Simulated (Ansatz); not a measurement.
Geometry optimisation, RKS PBE0/def2-SVP in Ansatz.

The input (input.yaml):

```yaml
crystal:
  periodic: [false, false, false]
  atoms:
    - { symbol: "N", position_ang: [-0.8431, 0.72873, -1.15192] }
    - { symbol: As, position_ang: [-0.69288, 0.79935, 0.58445] }
    - { symbol: "N", position_ang: [0.57954, -0.97539, 0.81234] }
    - { symbol: H, position_ang: [-1.71877, 0.4543, -1.57509] }
    - { symbol: H, position_ang: [-0.24354, 1.19579, -1.81589] }
    - { symbol: H, position_ang: [0.57199, 1.59508, 0.58821] }
    - { symbol: H, position_ang: [1.18525, -0.8863, 1.62919] }
    - { symbol: H, position_ang: [1.16653, -1.09384, -0.01394] }
    - { symbol: H, position_ang: [0.00628, -1.81301, 0.91608] }
total_charge: 1
basis:
  gaussian: { orbitals: def2-SVP }
hamiltonian:
  xc: pbe0
relax:
  f_tol: 0.015
  max_steps: 40
```

Run as:

```bash
$ ansatz run input.yaml --threads 1 --pin off --max-ram 2048MiB --backend cpu --events-out ev --progress --plain --runs-dir out
```

**Question.** Where does it end, and by what steps?

**Answer.** The run converged. Limits of this set-up: the dipole of an ion depends on the origin. After 7 steps the energy has fallen by 0.047 eV; H5 moved furthest, 0.06 Å.

```
step  energy less start (eV)  largest force component (eV/Å)  accepted
   0                  0.0000                           0.722       yes
   1                 -0.0270                           0.414       yes
   2                 -0.0426                           0.373       yes
   3                 -0.0451                           0.289       yes
   4                 -0.0457                           0.120       yes
   5                 -0.0451                           0.085        no
   6                 -0.0469                           0.034       yes
   7                 -0.0470                           0.004       yes
```

```xyz
9
Properties=species:S:1:pos:R:3
N -0.871 0.756 -1.163
As -0.687 0.759 0.594
N 0.574 -0.950 0.807
H -1.752 0.463 -1.575
H -0.207 1.150 -1.822
H 0.591 1.589 0.604
H 1.176 -0.889 1.635
H 1.179 -1.074 -0.012
H 0.010 -1.800 0.904
```

Whether the end is a true minimum wasn't checked by a vibrational analysis.

The run took 98 s on 1 CPU thread of a shared host.
